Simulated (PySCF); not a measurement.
C2H5O2, SMILES [O]CCO, multiplicity 2.

Coordinates come from a ωB97X-D3(BJ)/def2-SVP optimisation. The isomer is the one that the SMILES or the coordinates give; other isomers of the formula were not compared. The values are those of a single conformer.

These are PBE/def2-TZVPD (PySCF) values and carry that method's errors.

The molecule is in vacuum.

The total energy comes out as -229.41379 hartree and the α spin, highest occupied and lowest empty level comes out as -6.18 and -0.74 eV. The β spin, highest occupied and lowest empty level is -5.77 and -5.16 eV. The dipole moment is 3.29 D. The quadrupole, principal values (traceless, Buckingham form, about the centre of nuclear charge) comes out as -4.83, -0.79, 5.62 D·Å, the mean static polarisability comes out as 44.6 bohr³ (6.60 Å³) and the polarisability, principal values comes out as 37.1, 41.0, 55.6 bohr³. The ⟨S²⟩ is 0.753 (pure state 0.75).
